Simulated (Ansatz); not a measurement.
CH6BFOSi (`OC([SiH3])BF`). Charge 0, multiplicity 1. The geometry is a stationary point of PBE0-D4/def2-TZVP. It is one conformer, not always the lowest.

```xyz
11

O     0.511    1.536    0.726
C    -0.205    0.617   -0.081
Si    0.869   -0.917   -0.475
B    -1.508    0.097    0.571
F    -1.787    0.340    1.838
H     1.340    1.755    0.291
H    -0.473    1.032   -1.069
H     2.184   -0.390   -0.935
H     1.083   -1.744    0.739
H     0.261   -1.743   -1.551
H    -2.276   -0.583   -0.054
```

(1) What is the dipole moment at PBE/def2-TZVPP? (Estimate.)

(2) And with r2SCAN, B3LYP, ωB97M-V? (Estimate.)

(3) Give the Mulliken charges with PBE, B3LYP, ωB97M-V in def2-TZVPP. (Best estimate.)

## Answers

(1) The calculation gave: 2.39 D, with components (1.17, 0.00, -2.08) D in this frame, pointing from negative to positive charge.

(2) Computed: r2SCAN 2.47 D, B3LYP 2.54 D, ωB97M-V 2.50 D.

(3) Ansatz gave: 
| atom | PBE | B3LYP | ωB97M-V |
| --- | --- | --- | --- |
| O1 | -0.28 | -0.32 | -0.30 |
| C2 | 0.04 | 0.05 | -0.03 |
| Si3 | 0.14 | 0.22 | 0.13 |
| B4 | 0.16 | 0.19 | 0.14 |
| F5 | -0.18 | -0.22 | -0.22 |
| H6 | 0.18 | 0.18 | 0.17 |
| H7 | 0.10 | 0.09 | 0.12 |
| H8 | -0.06 | -0.07 | -0.03 |
| H9 | -0.03 | -0.05 | -0.01 |
| H10 | -0.05 | -0.06 | -0.02 |
| H11 | -0.03 | -0.01 | 0.04 |

B3LYP here is the variant with VWN-RPA as its local correlation; programs differ in this.
